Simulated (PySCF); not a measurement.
Species: C₅H₁₂AlNO.
Atom-mapped SMILES: `[CH3:1][C:2]#[N+:3][AlH2-:4][O:5][CH:6]([CH3:7])[CH3:8]` (hydrogens: H9, H10, H11 on C1; H12, H13 on Al4; H14 on C6; H15, H16, H17 on C7; H18, H19, H20 on C8)

Cartesian coordinates in Å at the PBE0-D3(BJ)/def2-SVP level; atoms count from 1:
```xyz
20
C5H12AlNO angstrom
C      3.2323   -0.4024    1.9779
C      2.4037    0.2384    0.9818
N      1.7330    0.7427    0.1935
Al     0.4519    1.6507   -1.1416
O     -1.0750    1.2616   -0.4290
C     -1.9292    0.1754   -0.3069
C     -2.1636   -0.5219   -1.6414
C     -1.4189   -0.8017    0.7482
H      3.8722    0.3447    2.4687
H      2.5917   -0.8818    2.7324
H      3.8640   -1.1666    1.5025
H      0.9083    0.8856   -2.4735
H      0.8931    3.1648   -0.9037
H     -2.9098    0.5565    0.0462
H     -2.5364    0.1976   -2.3857
H     -2.8986   -1.3370   -1.5483
H     -1.2224   -0.9471   -2.0278
H     -0.4701   -1.2586    0.4186
H     -1.2378   -0.2728    1.6965
H     -2.1394   -1.6138    0.9343
```

Computed with PySCF at PBE0/pcSseg-1, non-relativistic, on one gas-phase PBE0-D3(BJ)/def2-SVP geometry that isn't relaxed in the solvent. The solvent is an IEF-PCM continuum (Bondi radii, 1.10 Å for H, scaled by 1.2). Specific hydrogen bonds and non-electrostatic terms are outside this model.

```json
{"run": "gas", "E − E(gas) (kcal/mol)": "0.00", "HOMO (eV)": "-6.65", "HOMO–LUMO gap (eV)": "5.78", "dipole (D)": "8.36"}
{"run": "P", "E − E(gas) (kcal/mol)": "-13.87", "HOMO (eV)": "-7.30", "HOMO–LUMO gap (eV)": "7.00", "dipole (D)": "10.24"}
{"run": "Q", "E − E(gas) (kcal/mol)": "-10.29", "HOMO (eV)": "-7.13", "HOMO–LUMO gap (eV)": "6.71", "dipole (D)": "9.75"}
```

**Question.** The runs were made in acetonitrile and chloroform. Which run belongs to which solvent?

**Answer.** P = acetonitrile, Q = chloroform. The dielectric constants are 4.711 (chloroform), 35.69 (acetonitrile), and the energy falls further as ε rises. In this model the ground state sees the solvent through ε alone.

**Question.** How constant is the ratio of the lowering to (ε − 1)/(2ε + 1)?

**Answer.** 
```json
{"solvent": "chloroform", "(ε − 1)/(2ε + 1)": "0.356", "E − E(gas) (kcal/mol)": "-10.29", "ratio (kcal/mol)": "-28.9", "polarisation term (kcal/mol)": "-11.69"}
{"solvent": "acetonitrile", "(ε − 1)/(2ε + 1)": "0.479", "E − E(gas) (kcal/mol)": "-13.87", "ratio (kcal/mol)": "-28.9", "polarisation term (kcal/mol)": "-16.45"}
```

The ratio changes by +0.2 % in size from chloroform to acetonitrile. The polarisation term is half the interaction of the solute with the induced surface charges.

Hardware: one thread, Arm Neoverse N1 (aarch64), shared host with 64 logical CPUs at a one-minute load of 52. Cost: 63 s of wall time, 1.1 GiB resident at most. This is the whole shielding run at PBE0/pcSseg-1 in acetonitrile, SCF included.
